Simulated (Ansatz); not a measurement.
Job for Ansatz (a program for electronic structure): R-wB97X-V/def2-TZVPPD on CH2N2O (a complex), monomers drawn apart or pushed together. Files ending in .json are basis or fitting sets from the Basis Set Exchange.

Ansatz 0.2 input:
```yaml
crystal:
  periodic: [false, false, false]
  atoms:
    - {symbol: N, position_ang: [-0.34312846, 0.10551158, -0.85592625]}
    - {symbol: N, position_ang: [0.26455742, -0.08135483, 0.03025079]}
    - {symbol: C, position_ang: [0.58714365, -0.28314840, 4.47279197]}
    - {symbol: O, position_ang: [-0.45858036, -0.01439237, 4.99424746]}
    - {symbol: H, position_ang: [0.85590441, -1.31988849, 4.19284642]}
    - {symbol: H, position_ang: [1.34424356, 0.48999450, 4.23939379]}
basis:
  gaussian:
    orbitals: def2-TZVPPD.json
hamiltonian:
  xc: {name: wB97X-V}
scf: {lower_state_search: off}
```

The log:

```
WARN ansatz: RAYON_NUM_THREADS=2 ignored (pool sized by the plan → 2); use --threads N
Functional definition: wB97X-V
these checks for a lower state are left out or cut short: stability, starts, cluster_reference, orbital_swaps, neighbouring_geometries, increment
integrals: 0.08 GiB planned
834 factors; their error is unknown
integrals: 0.12 GiB planned
229 factors; integrals over basis functions are off by at most 4.9e-5 eV
mean field: 0.81 GiB planned
mean field evaluation 1: about -6093.8020 eV, gradient 4.2e1 eV
mean field evaluation 2: about -6092.3538 eV, gradient 5.3e1 eV
mean field evaluation 4: about -6096.7737 eV, gradient 1.3e0 eV
mean field evaluation 8: about -6096.7826 eV, gradient 5.3e-2 eV
mean field evaluation 16: about -6096.7854 eV, gradient 1.3e-5 eV
mean field -6096.78540589 eV, -224.0527311168 hartree, gradient 7.7e-6 eV, S^2 0.000000; 0 other end points of the search recorded, 0 dependent functions left out
reference -6096.78540338 eV, -224.0527310248 hartree; 15, 15 occupied and 170, 170 virtual orbitals, 834 factors
Total energy: -6096.78540338 eV, -224.0527310248 hartree
Checks for a lower state left out: stability, starts, cluster_reference, orbital_swaps, neighbouring_geometries, increment
```

Self-consistency was reached.

Cost: around 4 core-seconds (rough).
